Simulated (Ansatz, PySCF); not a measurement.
Torsional profile of SMILES [Si](Cl)(Cl)(Cl)[SiH2][SiH2]C#C, singlet. Scanned: dihedral C2–Si3–Si4–Si5; all other coordinates were relaxed at B3LYP-D3(BJ)/def2-SVP. Points at φ and −φ are mirror images. Heavy atoms are numbered in the order of the SMILES C#C[SiH2][SiH2][Si](Cl)(Cl)Cl, hydrogens after them in the order of the atoms that carry them; the mirror image has the same energies with the sign of each dihedral reversed.

MP2/cc-pVDZ = MP2 on RHF/cc-pVDZ, frozen core // B3LYP-D3(BJ)/def2-SVP run with Ansatz (an electronic-structure program); RHF/3-21G = restricted Hartree-Fock/3-21G, density fitting // B3LYP-D3(BJ)/def2-SVP (PySCF); RMP2/3-21G = restricted MP2 (frozen core)/3-21G // B3LYP-D3(BJ)/def2-SVP in PySCF.

Energies in kcal/mol, each method relative to its own lowest point.

| φ / ° | MP2/cc-pVDZ | RHF/3-21G | RMP2/3-21G |
|---|---|---|---|
| -165 | 0.43 | 0.00 | 0.19 |
| -135 | 1.00 | 0.75 | 0.80 |
| -105 | 0.88 | 0.81 | 0.83 |
| -75 | 0.29 | 0.45 | 0.41 |
| -45 | 0.00 | 0.24 | 0.00 |
| -15 | 0.73 | 0.85 | 0.68 |
| 15 | 0.73 | 0.85 | 0.68 |
| 45 | 0.00 | 0.24 | 0.00 |
| 75 | 0.29 | 0.45 | 0.41 |
| 105 | 0.88 | 0.81 | 0.83 |
| 135 | 1.00 | 0.75 | 0.80 |
| 165 | 0.43 | 0.00 | 0.19 |
